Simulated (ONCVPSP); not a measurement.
# u(r) = r·R(r): atom against pseudo-atom (aluminium)

Columns: radius, all-electron u(r) and pseudo u(r) of the 2s shell (level -109.33 eV) of aluminium in the configuration [He] 2s2 2p6 3s2 3p0.75; LDA (Perdew-Zunger), scalar-relativistic, ONCV scheme, ONCVPSP 4.0.1.

| r (bohr) | all-electron | pseudo |
| --- | --- | --- |
| 0.060 | -0.5981 | 0.2441 |
| 0.120 | -0.3482 | 0.4771 |
| 0.180 | 0.1192 | 0.6889 |
| 0.240 | 0.5631 | 0.8714 |
| 0.300 | 0.9032 | 1.0180 |
| 0.360 | 1.1294 | 1.1258 |
| 0.420 | 1.2553 | 1.1938 |
| 0.480 | 1.3030 | 1.2237 |
| 0.540 | 1.2941 | 1.2196 |
| 0.600 | 1.2465 | 1.1870 |
| 0.660 | 1.1740 | 1.1315 |
| 0.720 | 1.0873 | 1.0598 |
| 0.780 | 0.9939 | 0.9777 |
| 0.840 | 0.8992 | 0.8906 |
| 0.900 | 0.8067 | 0.8026 |
| 0.960 | 0.7187 | 0.7170 |
| 1.020 | 0.6366 | 0.6360 |
| 1.080 | 0.5612 | 0.5610 |
| 1.140 | 0.4926 | 0.4926 |
| 1.200 | 0.4310 | 0.4309 |
| 1.260 | 0.3759 | 0.3758 |
| 1.320 | 0.3269 | 0.3269 |
| 1.380 | 0.2837 | 0.2837 |
| 1.440 | 0.2458 | 0.2457 |
| 1.500 | 0.2125 | 0.2124 |
| 1.560 | 0.1834 | 0.1834 |

Question: How many radial nodes do the two functions have?

Answer: The all-electron 2s function has n − l − 1 = 1; the pseudo-wave has 0, since the states of the same l below it are removed with the core.

Question: At about which radius was the pseudo-wave matched?

Answer: 1.20 bohr. The columns agree to 0.0005 from 1.08 bohr on; several derivatives are matched, so the curves merge somewhat inside the radius.

Question: Where does each function peak?

Answer: Outermost all-electron maximum near 0.48 bohr, pseudo maximum near 0.48 bohr (to the table’s step).

Question: Is the pseudo-wave norm-conserving?

Answer: Yes: the ONCV scheme keeps the norm inside the radius equal to the all-electron one, which fixes the energy derivative of the logarithmic derivative at the level.
